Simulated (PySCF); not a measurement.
Atom-mapped SMILES (the numbers label the heavy atoms): `[CH:1]#[C:2][C:3]1=[CH:4][CH2:5][CH2:6][C@@H:7]([CH:8]=[CH2:9])[CH2:10]1`; H(Xn) means a hydrogen on atom n. Ha(C9) is cis to C7; Ha(C5), Ha(C6), Ha(C10) are cis to C8 on the ring; Hb(C9) is trans to C7; Hb(C5), Hb(C6), Hb(C10) are trans to C8 on the ring.

Non-relativistic, isolated molecule, one computed conformer. GIAO PBE0/pcSseg-1 shieldings; GFN2-xTB geometry; PySCF 2.14.0 with density-fitted response routines.

Scale: ¹³C and ¹H against TMS (reference shieldings calculated alike).

```csv
atoms,nucleus,count,δ (ppm)
Ha(C10),¹H,1,?
Ha(C6),¹H,1,1.28
C6,¹³C,1,32.4
H(C4),¹H,1,?
H(C7),¹H,1,?
Hb(C9),¹H,1,?
C2,¹³C,1,89.7
C4,¹³C,1,145.7
Ha(C5),¹H,1,2.33
Ha(C9),¹H,1,?
C3,¹³C,1,125.9
H(C8),¹H,1,6.03
Hb(C5),¹H,1,2.37
H(C1),¹H,1,2.56
C1,¹³C,1,85.3
C9,¹³C,1,?
C7,¹³C,1,45.3
C10,¹³C,1,39.9
C5,¹³C,1,30.8
Hb(C10),¹H,1,2.21
C8,¹³C,1,153.4
Hb(C6),¹H,1,?
```

**Question.** Fill in the missing shifts.

**Answer.** 
- C9: 120.1 ppm, terminal =CH2 carbon; an sp2 carbon of a C=C bond
- H(C4): 6.61 ppm, hydrogen on an alkene CH; attached to an sp2 carbon and in the plane of the double bond
- Ha(C9): 5.44 ppm, hydrogen on a terminal =CH2 carbon; olefinic region
- Hb(C9): 5.25 ppm, hydrogen on a terminal =CH2 carbon; attached to an sp2 carbon and in the plane of the double bond
- Ha(C10): 2.05 ppm, hydrogen on an allylic sp3 CH2; allylic position
- H(C7): 1.99 ppm, hydrogen on an allylic sp3 CH; allylic position
- Hb(C6): 1.64 ppm, hydrogen on an sp3 CH2 in a ring

Shifts are as computed. Against solution values, carbons near 30 ppm lie about +3 ppm off and those near 130 ppm about +5 ppm. Of 1211 compounds with measured shifts, 218 miss one by over three times the rms of a fit or turn the order of signals round; such compounds aren't used in these exercises.
